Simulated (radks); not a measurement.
The numbers below are computed, except where a source is named.
The lead ion Pb2+ inside a hard spherical wall (all orbitals vanish at R), configuration held at [Hg] and not refilled when levels cross. Level of theory: scalar-relativistic Kohn-Sham, r2SCAN, spin-polarised, spherical densities, finite nucleus; meta-GGA in the generalised Kohn-Sham scheme; Fermi nuclear charge, rms radius 5.5012 fm (a radial shooting solver on a logarithmic mesh with Libxc functionals). Eigenvalues in eV for spin up, with the zero of energy where the potential of the charges vanishes at infinity; a dash marks a level that is unbound or too diffuse for the functional's potential to be trusted. A positive occupied level is held by the wall or, in an anion where self-interaction has pushed it up, behind a barrier. The pressure on the wall is -dE/dV.

| R (bohr) | E (hartree) | kinetic (hartree) | e(4f) | e(5p) | e(5d) | e(6s) | e(6p, empty) | e(7s, empty) | pressure (GPa) |
|---|---|---|---|---|---|---|---|---|---|
| free | -20877.7738 | 23582.250 | -151.24 | -104.86 | -38.520 | -27.648 | -16.684 | - | 0 |
| 20 | -20877.7738 | 23582.250 | -151.24 | -104.86 | -38.520 | -27.648 | -16.684 | - | < 0.0001 |
| 15 | -20877.7738 | 23582.250 | -151.24 | -104.86 | -38.520 | -27.648 | -16.684 | - | < 0.0001 |
| 12 | -20877.7738 | 23582.250 | -151.24 | -104.86 | -38.520 | -27.648 | -16.684 | - | < 0.0001 |
| 10 | -20877.7738 | 23582.250 | -151.24 | -104.86 | -38.520 | -27.648 | -16.684 | -7.224 | < 0.0001 |
| 7 | -20877.7737 | 23582.251 | -151.24 | -104.86 | -38.516 | -27.644 | -16.652 | -5.555 | 0.0111 |
| 6 | -20877.7728 | 23582.265 | -151.20 | -104.82 | -38.486 | -27.611 | -16.510 | -3.188 | 0.158 |
| 5 | -20877.7636 | 23582.364 | -150.99 | -104.62 | -38.292 | -27.365 | -15.806 | 2.678 | 2.14 |
| 2.5 | -20875.0095 | 23597.121 | -132.96 | -89.707 | -23.156 | 2.524 | 28.840 | 141.86 | 2550 |
| 2 | -20867.5644 | 23630.251 | -106.53 | -68.938 | 1.480 | 58.400 | 99.586 | 302.99 | 16500 |
| 1.5 | -20832.0084 | 23765.803 | -36.162 | -2.966 | 84.050 | 253.43 | 323.95 | 745.72 | 155000 |
